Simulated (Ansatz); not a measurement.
Program: Ansatz. Geometries: PBE0-D4/def2-TZVP. ΔE: electronic, gas phase. CCSD(T)/CBS is the MP2 limit (def2-TZVPP, def2-QZVPP) plus CCSD(T) − MP2 in def2-TZVPP, frozen cores. Functionals use def2-TZVPP. B3LYP here is the variant with VWN-RPA as its local correlation; programs differ in this. Elements past krypton have def2 core potentials. For In, Se outer-core shells are correlated without core-valence functions, which leaves a few kJ/mol of doubt a bond. Scalar relativity is left out up to krypton.

`C=[C](F)[InH2]` + H₂Se → `[SeH][InH2]` + `C=CF`  (ligand exchange at the In–C bond)

`C=[C](F)[InH2]`:

Z-matrix (Å, degrees):
```
C
C 1 1.327
H 1 1.086 2 122.0
H 1 1.082 2 119.6 3 -180.0
F 2 1.356 1 117.9 3 -0.0
In 2 2.154 1 124.7 3 -179.9
H 6 1.716 2 119.9 1 179.6
H 6 1.721 2 115.2 1 -0.3
```

H₂Se:

Cartesian coordinates in Å:
```
Se -0.525 -0.302 -0.319
H -0.363 0.944 0.438
H 0.888 -0.642 -0.120
```

`[SeH][InH2]`:

```xyz
5

Se   -1.166   -1.215   -0.652
In    0.658    0.156    0.387
H    -1.891   -0.029   -1.126
H     0.517    1.856    0.244
H     1.882   -0.767    1.148
```

`C=CF`:

Cartesian coordinates in Å:
```
C 0.051 0.038 -0.698
C 0.000 -0.088 0.611
F -0.749 0.710 1.377
H -0.516 0.800 -1.217
H 0.674 -0.635 -1.270
H 0.539 -0.825 1.197
```

CCSD(T)/CBS gives -1.43 eV.

Q: Another level gave -1.29 eV. Which?
A. CCSD(T)/def2-TZVPP
B. B3LYP-D4/def2-TZVPP
C. RPA@PBE/def2-TZVPP
D. PBE-QIDH/def2-TZVPP

A: C. RPA@PBE/def2-TZVPP -1.29, B3LYP-D4 -1.43, CCSD(T)/def2-TZVPP -1.37, PBE-QIDH -1.48 eV.

Largest T1 diagnostic among the species: 0.014.

In def2-TZVPP, CCSD(T) changes the Hartree–Fock value by +0.20 eV (the triples alone add +0.02 eV) and MP2 by +0.15 eV. Leaving LDA and LC-ωPBE aside and taking each functional with its dispersion term where it has one, the values, not all of them listed here, spread over 0.13 eV, from r2SCAN0-D4 to revPBE-D4.
